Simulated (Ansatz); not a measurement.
CH7AlBN (`CB[NH][AlH2]`). Charge 0, multiplicity 1.

```xyz
11

C     0.5547   -1.7085    0.3744
B     0.0778   -0.2572    0.0590
N     0.6100    0.8004   -0.6386
Al   -0.8514    1.8324   -0.2652
H    -0.1659   -2.4427    0.0005
H     0.6180   -1.8681    1.4554
H     1.5304   -1.9319   -0.0628
H    -1.0560    0.0663    0.5358
H     1.4988    0.7878   -1.1068
H    -0.7942    2.8127    0.9783
H    -2.0221    1.9087   -1.3301
```

(1) Give the diagnostics of a CCSD(T)/def2-TZVPP run (frozen core, Ansatz 0.2.0). (Estimate.)

## Answers

(1) Ansatz gave: T1 = 0.0122, largest single amplitude 0.024, largest double 0.030, (T) share of the correlation energy 3.6 %, 9 CCSD cycles. The RHF solution is stable towards an unrestricted one. T1 lies under the customary mark of 0.02 for closed shells.
